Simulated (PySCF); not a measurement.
dichloro(silyl)silane (Cl2H4Si2), SMILES [SiH3][SiH](Cl)Cl.

Coordinates come from a PBE0-D3(BJ)/def2-SVP optimisation.

Method: PBE0-D3(BJ)/def2-SVP (PySCF 2.14.0).

Frequencies are harmonic and unscaled.

| mode | ν (cm⁻¹) | IR (km/mol) | Raman (Å⁴/amu) | depolarisation | moving atoms (share of kinetic energy) |
|---|---|---|---|---|---|
| 1 | 98 | 0.8 | 1.5 | 0.75 | Cl 46 %, Si 36 %, H 18 % |
| 2 | 118 | 0.1 | 0.1 | 0.75 | H 93 % |
| 3 | 141 | 5.8 | 2.1 | 0.68 | Si 46 %, Cl 42 %, H 12 % |
| 4 | 189 | 5.4 | 2.7 | 0.68 | Cl 64 %, Si 30 % |
| 5 | 401 | 15.7 | 18.6 | 0.12 | Si 58 %, H 22 %, Cl 19 % |
| 6 | 506 | 38.3 | 13.0 | 0.75 | H 79 %, Si 13 %, Cl 8 % |
| 7 | 517 | 13.2 | 6.5 | 0.62 | H 68 %, Si 31 % |
| 8 | 547 | 61.3 | 6.3 | 0.61 | Si 57 %, Cl 36 % |
| 9 | 592 | 75.6 | 4.1 | 0.75 | Si 56 %, Cl 33 %, H 11 % |
| 10 | 761 | 238.3 | 7.5 | 0.71 | H 90 %, Si 10 % |
| 11 | 798 | 84.9 | 13.0 | 0.75 | H 92 % |
| 12 | 868 | 103.8 | 6.8 | 0.73 | H 88 %, Si 12 % |
| 13 | 926 | 49.5 | 20.6 | 0.75 | H 97 % |
| 14 | 928 | 40.3 | 25.4 | 0.75 | H 97 % |
| 15 | 2229 | 49.5 | 220.0 | 0.03 | H 99 % |
| 16 | 2244 | 73.1 | 120.1 | 0.75 | H 96 % |
| 17 | 2250 | 25.5 | 177.2 | 0.53 | H 96 % |
| 18 | 2259 | 121.7 | 143.7 | 0.08 | H 96 % |
